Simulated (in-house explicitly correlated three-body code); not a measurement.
Computed with an exponentially correlated three-body code. Model: two electrons around a point charge, non-relativistic, variational in 260 exponentially correlated functions (energies converged to about 1e-7 hartree, or 1e-8 relative for large Z).

Command:
```bash
python run_hyl.py task.json out
```
Settings (lengths in bohr, energies in hartree):
```
Z                      2
nuclear_mass           0.3
interaction_strength   1
functions              260
states_tried           13
```

Time taken, with all properties: 36 s on 1 thread of AMD EPYC 7R13 Processor (Zen 3), with other jobs on the host.

**Those bound S and P states to n = 4 that converged, binding against the one-electron ion.**

Given: nuclear charge 2; mass of the centre 0.3 electron masses.

Computed: one-electron threshold -0.461538462 hartree.

| term | energy (hartree) | binding (eV) |
| --- | --- | --- |
| 1 1S | -0.716415784 | 6.9356 |
| 2 3S | -0.510578337 | 1.3344 |
| 3 3S | ? | ? |
| 4 1S | -0.479028957 | 0.47594 |

(1) What belongs in the row 3 3S?

**Converged states only, values per electron or pair.**

```
term  mean r (bohr)  mean r squared (bohr²)  mean inverse r (1/bohr)  mean r12 (bohr)  mean inverse r12 (1/bohr)  mean cosine  mean p1 dot p2 (bohr⁻²)  delta r1 (bohr⁻³)  delta r12 (bohr⁻³)
1 1S         3.4951                  16.206                  0.43032           4.3895                    0.28845      0.23872                -0.051976           0.026725           0.0013948
2 3S              ?                       ?                        ?                ?                          ?            ?                        ?                  ?                   -
3 3S         16.889                  533.23                  0.25332           30.481                   0.040961      0.06348               -0.0094817           0.015959                   -
4 1S         23.226                  1052.7                  0.24762           43.186                   0.032431     0.039346                -0.013382           0.015864          5.7324e-05
```

(2) What belongs in the row 2 3S?

## Answers

(1) energy (hartree): -0.486160932; binding (eV): 0.67001.

(2) mean r (bohr): 9.4607; mean r squared (bohr²): 145.6; mean inverse r (1/bohr): 0.27335; mean r12 (bohr): 15.614; mean inverse r12 (1/bohr): 0.072252; mean cosine: 0.11493; mean p1 dot p2 (bohr⁻²): -0.0077807; delta r1 (bohr⁻³): 0.016546.
